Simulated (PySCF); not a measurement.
**Ru²⁺ (ruthenium, charge +2) across methods**

[Kr] 4d6, high-spin 5D determinant. Computed with PySCF 2.14 in aug-cc-pwCVTZ-PP with ECP28MDF (8s8p7d4f3g, 122 functions), with scalar relativity through the core potential.

| method | E (hartree) | mean ε 4p β (eV) | mean ε 4d α (eV) | mean ε 4d β (eV) | Σ⟨r²⟩ (bohr²) | ⟨S²⟩ |
| --- | --- | --- | --- | --- | --- | --- |
| PBE | -93.5949 | -64.664 | -25.227 | -22.582 | 27.80 | 6.001 |
| wB97M-V | -93.5252 | -70.166 | -29.411 | -26.689 | 27.65 | 6.002 |
| LDA | -93.3618 | -64.765 | -25.356 | -22.583 | 27.99 | 6.001 |
| PBE0 | -93.5943 | -67.331 | -27.075 | -24.163 | 27.60 | 6.001 |
| UHF | -93.03836 | -74.024 | -31.863 | -27.887 | 27.33 | 6.004 |
| r2SCAN | -93.6312 | -65.492 | -25.592 | -22.492 | 27.55 | 6.002 |
| M06-L | -93.6657 | -65.079 | -25.123 | -22.559 | 27.22 | 6.003 |

Problem. Estimate the same row for BP86.

Solution. E (hartree) = -93.6627; mean ε 4p β (eV) = -64.845; mean ε 4d α (eV) = -25.280; mean ε 4d β (eV) = -22.782; Σ⟨r²⟩ (bohr²) = 27.76; ⟨S²⟩ = 6.001.

Energies and moments cover only the electrons outside the core potential.
